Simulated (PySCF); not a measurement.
## Worked example: chemical shift, span and skew from a shielding tensor

Al(Me)2(F) (C2H6AlF), SMILES [CH3][Al]([F])[CH3]. Atoms are numbered in the order given.

```xyz
10

Al    -0.0249     0.0217    -0.0222
C      1.7493    -0.2905    -0.7667
H      2.2670    -1.1400    -0.2917
H      2.3843     0.6019    -0.6185
H      1.7105    -0.4716    -1.8539
C     -0.7118    -0.6252     1.6835
H     -1.3781    -1.4915     1.5194
H     -1.3148     0.1417     2.1978
H      0.0874    -0.9543     2.3677
F     -1.0731     0.9473    -0.9481
```

The structure is a stationary point at B3LYP-D3(BJ)/def2-SVP. The isomer is the one that the SMILES or the coordinates give; other isomers of the formula were not compared.

GIAO shieldings from PBE0/pcSseg-1 (PySCF), non-relativistic, no solvent. The symmetric part of the tensor of F10 has the principal values 186.0, 353.6, 371.1 ppm. The same nucleus in CFCl3 has σ = 167.2 ppm at this level (PySCF, at its B3LYP-D3(BJ)/def2-TZVP geometry).

Question: Work out the isotropic shielding, the ¹⁹F shift against CFCl3, the span and the skew.

Answer: 
σ(iso) = (σ11 + σ22 + σ33)/3 = 303.6 ppm. δ = σ(ref) − σ(iso) = 167.2 − (303.6) = -136.4 ppm.
Span Ω = σ33 − σ11 = 185.1 ppm. Skew κ = 3(σ(iso) − σ22)/Ω = -0.81. Tumbling in solution averages the tensor to δ; in a static solid the shielding alone would spread this spin-1/2 line over Ω.
